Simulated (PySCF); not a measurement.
AlH₇OSi₂. Atoms are numbered in the order given.

```xyz
11

Al    -0.3087    -0.2837     0.0000
O     -1.5521    -1.4239     0.0016
H     -2.2579    -2.0716     0.0035
Si    -0.7043     1.8049    -1.2462
H      0.5000     2.7143    -1.2300
H     -1.8608     2.5826    -0.6624
H     -1.0453     1.5333    -2.6925
Si     1.7394    -0.8551     1.2451
H      2.7589     0.2570     1.2056
H      2.4009    -2.0903     0.6799
H      1.4432    -1.1434     2.6981
```
Charge 0, spin multiplicity 1.

Geometry: PBE-D3(BJ)/def2-SVP. A frequency run showed that this geometry is not a minimum. The structure was generated by enumeration; whether it is a known compound was not checked. The values are those of a single conformer.

The numbers are results of PySCF with PBE-D3(BJ)/def2-SVP, not measurements.

Frequencies are harmonic and unscaled.

Computed harmonic wavenumbers and intensities:
```tsv
mode	ν (cm⁻¹)	IR (km/mol)	moving atoms (share of kinetic energy)
1	393i	81.9	H 80 %, O 19 %
2	33i	0.0	H 99 %
3	23i	0.3	H 94 %
4	83	2.5	Si 47 %, H 22 %, Al 20 %, O 11 %
5	145	25.1	Al 57 %, O 21 %, H 18 %
6	157	2.0	O 49 %, H 26 %, Si 20 %
7	222	121.4	H 92 %
8	292	0.9	Si 70 %, H 11 %, Al 11 %, O 8 %
9	362	0.0	H 92 %, Si 8 %
10	391	12.0	H 64 %, Si 22 %, Al 13 %
11	440	11.6	H 76 %, Al 12 %, Si 12 %
12	457	6.1	H 79 %, Si 14 %
13	468	75.1	Al 55 %, H 27 %, Si 18 %
14	803	389.9	H 89 %, Si 10 %
15	823	92.9	H 84 %
16	884	18.5	O 41 %, Al 29 %, H 28 %
17	895	8.7	H 98 %
18	901	2.2	H 97 %
19	903	93.0	H 83 %, O 8 %
20	903	56.3	H 98 %
21	2122	144.4	H 99 %
22	2126	0.7	H 99 %
23	2136	1.1	H 96 %
24	2137	158.2	H 96 %
25	2143	12.9	H 96 %
26	2146	152.0	H 96 %
27	3980	227.0	H 94 %
```
